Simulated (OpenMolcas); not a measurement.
**Co2+: effect of the metal basis**

Co2+ with its 8 nearest fluoride ions at 2.264 Å, on the Ca site of CaF2 (a = 5.46294 Å, distance in the model lattice 2.366 Å). The rest of the host is ab initio model potentials to 7.6 Å and point charges beyond; the distance is set by hand and nothing relaxes.

- Program: OpenMolcas 26.06
- Method: SS-CASPT2, IPEA 0.25 Eh, imaginary shift 0.1 Eh (closed shells correlated: 3s 3p and the ligand valence shells)
- Spin-orbit coupling: RASSI with atomic mean-field integrals over the reference wave functions

Fixed: ligand basis ANO-RCC-VDZP, active space 7 electrons in 5 orbitals (3d), DKH2 Hamiltonian.

States (labels of O, the rotations of Oh). Energies in cm-1 above the lowest state or level, χT in cm3 K/mol.

| Run | Metal basis | Ground state | First state of that spin | First gap with spin-orbit (degeneracies) | χT at 300 K | First state of another spin | Cost |
| --- | --- | --- | --- | --- | --- | --- | --- |
| A | ANO-RCC-VDZP | 4A2 | 4T2 3110 | 2980 (4, 4) | 2.873 | 2E 17880 | roughly 4 core-minutes |
| B | ANO-RCC-VTZP | 4A2 | 4T2 2860 | 2740 (4, 4) | 2.949 | 2E 17240 | roughly 7 core-minutes |

Against A, the first state of the same spin changes by -8.0 % in B.

Costs are those of the CASPT2 steps.

Roots that are degenerate in the reference are averaged as groups; the widest CASPT2 spread within a group is 370 cm-1 (the 3-fold group of multiplicity 4 near 2860 cm-1 above the lowest state of its run, B). Shifts and gaps below about the spread of the groups concerned are not significant. Over all roots computed the reference weight is 0.69 to 0.70 in A, 0.68 to 0.69 in B; a low but even weight reflects the number of correlated electrons. A single d shell leaves out the double-shell effect, which counts most for late 3d ions, where the CASPT2 field can be off either way by tens of per cent. Ligand-to-metal charge-transfer states are missing. These CASPT2 states fit no ligand-field parameters well, so their order and spin gaps are uncertain. For late 3d ions with one d shell CASPT2 can put B and the spin-flip bands somewhat low as well as high. With one d shell and no ligand orbital active, 10Dq can be off by tens of per cent for divalent 3d ions, low with halides held by bare charges and at times high in hosts, and the orbital part of g and χT goes as 1/10Dq. Free-ion shares, where given, are those of the reference states; single-state CASPT2 does not remix them. No measured value stands beside these numbers; the geometry was set by hand and not optimised.
